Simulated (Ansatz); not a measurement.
C2H7NSi, SMILES `C=CN[SiH3]`, relaxed with RKS PBE0-D4/def2-TZVP in Ansatz from a PBE-D4/def2-SVP geometry. The force threshold is 0.005 eV/Å; the program also tests the step.

Charge 0, multiplicity 1.

Start:

```xyz
11

C     1.112    1.246   -1.428
C     0.759    0.302   -0.526
N    -0.426    0.245    0.202
Si   -0.970   -1.105    1.186
H     0.443    2.083   -1.687
H     2.092    1.199   -1.921
H     1.459   -0.523   -0.299
H    -1.083    1.006    0.006
H    -2.062   -0.575    2.072
H    -1.518   -2.271    0.397
H     0.193   -1.607    1.997
```

```tsv
step	energy (eV)	largest force (eV/Å)	largest move (Å)
1	-11549.4698	0.522	0.000
2	-11549.5232	0.302	0.038
3	-11549.5283	0.080	0.013
4	-11549.5284	0.033	0.010
5	-11549.5286	0.018	0.006
6	-11549.5286	0.004	0.002
```

End:

```xyz
11

C     1.098    1.225   -1.407
C     0.748    0.295   -0.519
N    -0.431    0.242    0.199
Si   -0.957   -1.086    1.171
H     0.443    2.051   -1.663
H     2.062    1.177   -1.892
H     1.436   -0.517   -0.294
H    -1.072    0.997    0.007
H    -2.036   -0.573    2.051
H    -1.490   -2.234    0.383
H     0.198   -1.578    1.964
```

Run time 6 s (2 threads of an AMD EPYC 7R13 on a shared host and a share of an NVIDIA H100 80 GB); peak host memory 0.86 GiB.
